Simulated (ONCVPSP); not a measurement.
## Potentials for W (Z = 74) compared

Generated with ld1.x 7.5 (TM, RRKJ, ultrasoft, PAW), atompaw 4.2 or ONCVPSP 4.0.1. The cutoff is in Ry: for ld1.x and atompaw files where the sum of valence levels is converged to 10 mRy in a Bessel basis, for ONCV files where the hardest occupied wave has 1 mHa per electron of residual kinetic energy. The error is the largest all-electron minus pseudo excitation energy over each file’s own four to seven test configurations (ionisations up to +4, promotions, holes and added fractions of an electron), all of which were solved. The labels leave out finer settings (local radius, basis sizes, second energies), which also bear on the numbers. Spin-polarised tests are not counted. The rows are a selection from randomly drawn settings: files with unsolved tests, undetermined cutoffs or missed reference levels are left out.

A true bound ghost makes a file unfit for plane-wave use even where its test errors are small: the radial tests pick states by their node count and pass the ghost by.

| potential | cutoff (Ry) | largest error (meV) | bound ghosts |
| --- | --- | --- | --- |
| ONCV, PBE, scalar-relativistic, rc 1.90/2.00/2.10 (spd), local smoothed, core correction yes, reference 5s2 5p6 5d4 6s1.75 6p0.25, qcut 6.8/6.5/7.1, projectors 2/2/3 | 31 | -26 | none |
| ONCV, PBEsol, scalar-relativistic, rc 1.60/1.65/1.60 (spd), local d, core correction no, reference 5s2 5p6 5d4 6s1.5, qcut 8.7/7.4/6.4, projectors 2/2/0 | 51 | -8.0 | none |
| ONCV, PBEsol, scalar-relativistic, rc 1.40/2.00/2.65 (spd), local smoothed, core correction no, reference 5s2 5p6 5d4 6s1, qcut 7.3/6.4/5.4, projectors 2/2/1 | 44 | -6.1 | none |
| ONCV, revPBE, scalar-relativistic, rc 1.95/1.50/2.80 (spd), local smoothed, core correction no, reference 5s2 5p6 5d4 6s1, qcut 7/10.9/6.8, projectors 2/2/2 | 69 | +5.0 | none |
| ONCV, PBE, scalar-relativistic, rc 1.60/1.80/1.70 (spd), local smoothed, core correction no, reference 5s2 5p6 5d3, qcut 6.7/8.9/5.6, projectors 2/1/2 | 43 | +53 | none |
| ONCV, revPBE, non-relativistic, rc 1.70/2.10/2.15/0.80 (spdf), local smoothed, core correction yes, reference 4f14 5s2 5p6 5d4 6s2, qcut 6.8/5.6/6.6/25.2, projectors 2/2/2/1 | 483 | -2.7 | s, p |

Task: Fill in the row for W: ONCV, LDA (Perdew-Zunger), scalar-relativistic, rc 2.90/2.40/1.65 (spd), local smoothed, core correction no, reference 5d4 6s2, qcut 2.5/3.3/6.3, projectors 2/1/3.

Result: cutoff 29 Ry, largest error +81 meV, bound ghosts: s, p.

Task: Fill in the row for W: ONCV, LDA (Perdew-Zunger), scalar-relativistic, rc 1.40/1.40/2.80 (spd), local smoothed, core correction yes, reference 5s2 5p6 5d4 6s1, qcut 8/4.8/4.7, projectors 2/1/2.

Result: cutoff 173 Ry, largest error +170 meV, bound ghosts: none.
